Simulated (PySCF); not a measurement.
Structure with atom numbers: `[CH3:1][O:2]/[CH:3]=[C:4](\[Cl:5])[C@H:6]1[O:7][C:8](=[O:9])[SiH2:10]1`. Hydrogens are named by the atom that carries them. Ha(Si10) is cis to C4 on the ring; Hb(Si10) is trans to C4 on the ring.

[PySCF 2.14: coordinates at the GFN2-xTB level; shieldings: GIAO PBE0/pcSseg-1; fast rotation and ring inversion assumed for equivalent nuclei; isolated molecule; single conformer; no relativistic terms]

**Question.** List the cross peaks expected in HSQC, COSY and HMBC spectra.

**Answer.** 

HSQC (one-bond C–H):
```
          δH          δC
6.69 (H(C3))  149.6 (C3)
4.83 (H(C6))   70.1 (C6)
3.92 (H(C1))   60.9 (C1)
```

COSY cross peaks (H two or three bonds apart, from the bond graph; peaks can be absent where the dihedral angle is near 90°):
```
             δH               δH
5.38 (Hb(Si10))  5.02 (Ha(Si10))
5.38 (Hb(Si10))     4.83 (H(C6))
5.02 (Ha(Si10))     4.83 (H(C6))
```

HMBC (two and three bonds, from the bond graph):
```
             δH                                  δC
   6.69 (H(C3))    117.2 (C4), 70.1 (C6), 60.9 (C1)
5.38 (Hb(Si10))   180.6 (C8), 117.2 (C4), 70.1 (C6)
5.02 (Ha(Si10))   180.6 (C8), 117.2 (C4), 70.1 (C6)
   4.83 (H(C6))  180.6 (C8), 149.6 (C3), 117.2 (C4)
   3.92 (H(C1))                          149.6 (C3)
```

References, each an isolated molecule treated in the same way: 1H and 13C against TMS.

Short H···H contacts in this conformer between protons four or more bonds apart (candidates for NOE cross peaks, intensity ∝ r⁻⁶): H(C1)···H(C3) 2.43 Å.

Carbons that carry Cl, above all several Cl atoms, come out too deshielded, partly because spin–orbit coupling is missing. Shifts are as computed. Against solution values, carbons near 30 ppm lie about +3 ppm off and those near 130 ppm about +5 ppm; carbons on Cl a further +6 ppm. Of 1211 compounds with measured shifts, 218 miss one by over three times the rms of a fit or turn the order of signals round; such compounds aren't used in these exercises.
